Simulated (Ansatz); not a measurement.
Two shapes of singlet TiO₂.

Shape 1:

```xyz
3

Ti   -0.0424    0.0219   -0.3737
O    -0.0202    1.3567    0.5682
O    -0.0139   -1.3736    0.5339
```

Shape 2:

```xyz
3

Ti    0.0000    0.0000   -0.4199
O     0.0000    1.4317    0.5774
O     0.0000   -1.4317    0.5774
```

Basis set: 6-31G* (spherical functions). Correlated methods keep 7 orbitals frozen. Charge 0, multiplicity 1.

Computed with Ansatz (development build ahead of 0.2.0); each method stands on the lowest determinant of its kind that the runs found.

**Question.** Which shape is lower in energy, and by how much in each method?

**Answer.**

```csv
method,E(2) − E(1) (eV)
RHF,1.009
RHF-MP2,0.199
```

Shape 1 is lower. Caution: no unrestricted run beside it, a lower state can exist; other spin multiplicities were not run; in another basis set an unrestricted determinant lies well below.
